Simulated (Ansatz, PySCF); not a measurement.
C2H7ClOSi2, SMILES O[SiH2]/C(Cl)=C/[SiH3].

Geometry: r2SCAN-D4/def2-SVP. The structure was generated by enumeration; whether it is a known compound was not checked. The values are those of a single conformer.

Vertical ionisation energy (IE) and electron affinity (EA) in eV. Rows of orbital energies are one-electron estimates. Where ΔSCF, EOM or ADC give a negative EA the extra electron is unbound and the value depends on the basis.

```csv
level,IE,EA
"−ε(HOMO), −ε(LUMO), CAM-B3LYP/def2-TZVP (PySCF)",9.15,0.32
"−ε(HOMO), −ε(LUMO), PBE/def2-TZVP (PySCF)",6.72,2.35
"ΔSCF, PBE0/def2-SVPD (Ansatz), final states of multiplicity 2 and 2",9.77,-0.13
"ΔSCF, PBE/def2-SVPD (Ansatz), final states of multiplicity 2 and 2",9.45,-0.06
```

Question: What vertical singlet–triplet gap does ΔSCF give with PBE0/def2-SVPD (Ansatz, a quantum-chemistry and plane-wave program) and with PBE/def2-SVPD (Ansatz)? (The exact figures need the calculation; the answer reports its results.)

Answer: 3.65 and 3.73 eV (triplet above singlet where positive).
